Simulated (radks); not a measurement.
Os XXXIV, 43 electrons, occupied as [Kr] 4d7.

Method: non-relativistic Kohn-Sham, TPSS, spin-polarised, spherical densities, point nucleus; open shells are filled with parallel spins first (spin-orbit coupling, left out, can overturn this in heavy ions); meta-GGA in the generalised Kohn-Sham scheme; relativity is left out, which matters for an element this heavy; computed with a radial shooting solver on a logarithmic mesh with Libxc functionals.

Energy parts (eV):
| part | energy |
|---|---|
| total | -427383.20 |
| kinetic | 427316.59 |
| electron-nucleus | -958019.45 |
| Hartree | 110622.71 |
| exchange-correlation | -7303.04 |

Orbitals (lengths in bohr, moments of r in powers of bohr; r(max) is where P^2 peaks):
[
 {"orbital": "1s down", "occ.": "1", "eigenvalue (eV)": "-68736.59", "<r^4>": "7.090e-07", "<r>": "0.01992", "r(max)": "0.01322"},
 {"orbital": "1s up", "occ.": "1", "eigenvalue (eV)": "-68736.58", "<r^4>": "7.090e-07", "<r>": "0.01992", "r(max)": "0.01322"},
 {"orbital": "2s up", "occ.": "1", "eigenvalue (eV)": "-12455.55", "<r^4>": "0.0001151", "<r>": "0.08408", "r(max)": "0.07195"},
 {"orbital": "2s down", "occ.": "1", "eigenvalue (eV)": "-12452.24", "<r^4>": "0.0001151", "<r>": "0.08407", "r(max)": "0.07194"},
 {"orbital": "2p up", "occ.": "3", "eigenvalue (eV)": "-12000.78", "<r^4>": "0.00007241", "<r>": "0.07112", "r(max)": "0.05587"},
 {"orbital": "2p down", "occ.": "3", "eigenvalue (eV)": "-11998.33", "<r^4>": "0.00007238", "<r>": "0.07111", "r(max)": "0.05586"},
 {"orbital": "3s up", "occ.": "1", "eigenvalue (eV)": "-3855.389", "<r^4>": "0.003809", "<r>": "0.2112", "r(max)": "0.1965"},
 {"orbital": "3s down", "occ.": "1", "eigenvalue (eV)": "-3854.310", "<r^4>": "0.003797", "<r>": "0.2111", "r(max)": "0.1965"},
 {"orbital": "3p up", "occ.": "3", "eigenvalue (eV)": "-3647.134", "<r^4>": "0.003376", "<r>": "0.2014", "r(max)": "0.1850"},
 {"orbital": "3p down", "occ.": "3", "eigenvalue (eV)": "-3645.770", "<r^4>": "0.003366", "<r>": "0.2013", "r(max)": "0.1850"},
 {"orbital": "3d up", "occ.": "5", "eigenvalue (eV)": "-3262.877", "<r^4>": "0.002254", "<r>": "0.1763", "r(max)": "0.1459"},
 {"orbital": "3d down", "occ.": "5", "eigenvalue (eV)": "-3260.196", "<r^4>": "0.002250", "<r>": "0.1763", "r(max)": "0.1460"},
 {"orbital": "4s up", "occ.": "1", "eigenvalue (eV)": "-1661.822", "<r^4>": "0.06011", "<r>": "0.4310", "r(max)": "0.4200"},
 {"orbital": "4s down", "occ.": "1", "eigenvalue (eV)": "-1654.321", "<r^4>": "0.06040", "<r>": "0.4315", "r(max)": "0.4201"},
 {"orbital": "4p up", "occ.": "3", "eigenvalue (eV)": "-1570.528", "<r^4>": "0.06098", "<r>": "0.4294", "r(max)": "0.4167"},
 {"orbital": "4p down", "occ.": "3", "eigenvalue (eV)": "-1562.970", "<r^4>": "0.06133", "<r>": "0.4300", "r(max)": "0.4168"},
 {"orbital": "4d up", "occ.": "5", "eigenvalue (eV)": "-1407.094", "<r^4>": "0.06011", "<r>": "0.4213", "r(max)": "0.4023"},
 {"orbital": "4d down", "occ.": "2", "eigenvalue (eV)": "-1399.429", "<r^4>": "0.06053", "<r>": "0.4218", "r(max)": "0.4024"},
 {"orbital": "5s up", "occ.": "0", "eigenvalue (eV)": "-913.2479", "<r^4>": "0.5406", "<r>": "0.7565", "r(max)": "0.7707"},
 {"orbital": "5s down", "occ.": "0", "eigenvalue (eV)": "-910.4252", "<r^4>": "0.5449", "<r>": "0.7581", "r(max)": "0.7723"},
 {"orbital": "5p up", "occ.": "0", "eigenvalue (eV)": "-870.9768", "<r^4>": "0.5753", "<r>": "0.7656", "r(max)": "0.7803"},
 {"orbital": "5p down", "occ.": "0", "eigenvalue (eV)": "-868.2123", "<r^4>": "0.5802", "<r>": "0.7673", "r(max)": "0.7819"}
]

The highest occupied level is 4d down at -1399.4 eV. Virial ratio -V/T = 2.00016. The density falls to 0.001 e/bohr^3 at r = 1.15 bohr. The electron density at the nucleus is 3.149e+05 e/bohr^3.
